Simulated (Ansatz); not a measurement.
Consider the ligand exchange at the Al–C bond: `[AlH2][CH]([AlH2])[GeH3]` + `NC[SiH2]N` → `NC[SiH2][NH][AlH2]` + `[AlH2][CH2][GeH3]`.

Isolated molecules relaxed with PBE0-D4/def2-TZVP in Ansatz; ΔE leaves out vibrations. CCSD(T)/CBS adds triple-zeta CCSD(T) − MP2 to the extrapolated MP2 energy (def2 sets, frozen cores). Functionals use def2-TZVPP. B3LYP here is the variant with VWN-RPA as its local correlation; programs differ in this. For Ge outer-core shells are correlated without core-valence functions, which leaves a few kJ/mol of doubt a bond. Scalar relativity is left out up to krypton. Each species was taken in one conformer, which may not be the lowest.

```csv
level,ΔE (kcal/mol)
B3LYP-D4,-18.1
ωB97M-V,-17.0
B2PLYP,-18.6
PBE,-16.4
PBE0,-16.3
MP2/def2-TZVPP,-17.1
SCS-MP2/def2-QZVPP,-17.7
MP2/CBS(def2),-16.7
```

Problem. What does CCSD(T)/CBS give? (Estimate.)

Solution. Computed: -16.7 kcal/mol. The listed levels differ from it by -1.4, -0.3, -1.9, 0.3, 0.4, -0.4, -1.0, 0.0 kcal/mol.

Largest T1 diagnostic among the species: 0.011.

In def2-TZVPP, CCSD(T) changes the Hartree–Fock value by +2.9 kcal/mol (the triples alone add +0.5 kcal/mol) and MP2 by +2.9 kcal/mol. The D4 term adds +1.1 kcal/mol with B3LYP and +0.5 kcal/mol with PBE0; it sums over pairs of atoms, weighted by their polarisabilities, and B3LYP, whose exchange is more repulsive, gets the larger term.
